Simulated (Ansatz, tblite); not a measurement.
Forces on Ge₂Se₃⁻ at its r2SCAN-D4/def2-SVPD geometry. Charge -1, multiplicity 2.

The xTB rows come from tblite. Another isomer (doublet) lies 0.39 eV lower at PBE0-D4/def2-TZVPD; other spin states weren't run for this one.

GFN2-xTB (tblite), largest force 0.80 eV/Å:

```xyz
5
positions Å, forces eV/Å
Ge    1.163   -1.581   -1.234   -0.042    0.022    0.068
Ge   -0.412    1.001    0.135   -0.133    0.717   -0.228
Se   -1.518    1.438    2.040   -0.222    0.001    0.442
Se   -1.133   -0.952   -1.231   -0.370   -0.566   -0.426
Se    1.900    0.093    0.289    0.767   -0.174    0.144
```

PBE-D4/def2-TZVPD (Ansatz), largest force 0.29 eV/Å:

```
Ge 0.086 -0.118 -0.090
Ge 0.091 0.064 -0.225
Se -0.140 0.046 0.248
Se -0.211 -0.062 -0.063
Se 0.175 0.071 0.130
```
